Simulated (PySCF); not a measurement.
**Ionisation energy of Lu(55+) by level of theory**

Lu(55+) [Ne] 3s2 3p4 (3P) → Lu(56+) [Ne] 3s2 3p3 (4S), as a difference of total energies. Calculation: PySCF 2.14, in an even-tempered Gaussian basis (17 s from 13 bohr⁻², ratio 2.5; 12 p from 17 bohr⁻², ratio 2.5; 4 d from 71 bohr⁻², ratio 2.7; 4 f from 110 bohr⁻², ratio 2.7); scalar relativity by spin-free X2C-1e. Correlated levels: outer shells: 1s2 frozen; virtual orbitals above 40 to 60 times the deepest correlated orbital energy dropped. The calculations carry no spin-orbit coupling.

```tsv
method	ionisation energy (eV)
UHF	5484.8
LDA	5487.5
PBE	5488.9
PBE0	5488.4
r2SCAN	5488.0
BHandHLYP	5487.9
B97-3	5488.3
MP2 (outer shells)	5486.0
SCS-MP2 (outer shells)	5486.0
```

Spin-orbit coupling is strong in these open shells (close to jj coupling). The scalar numbers leave it out and a first-order estimate fails, so it can dominate the gap to the real levels.

The ground level that NIST lists for one species does not belong to the high-spin term computed here, so part of any gap is the choice of state.

Breit and QED terms and the two-electron picture change are absent.

For comparison: 5408 ± 5 eV (theoretical estimate listed by NIST; NIST Atomic Spectra Database, ionization energies).
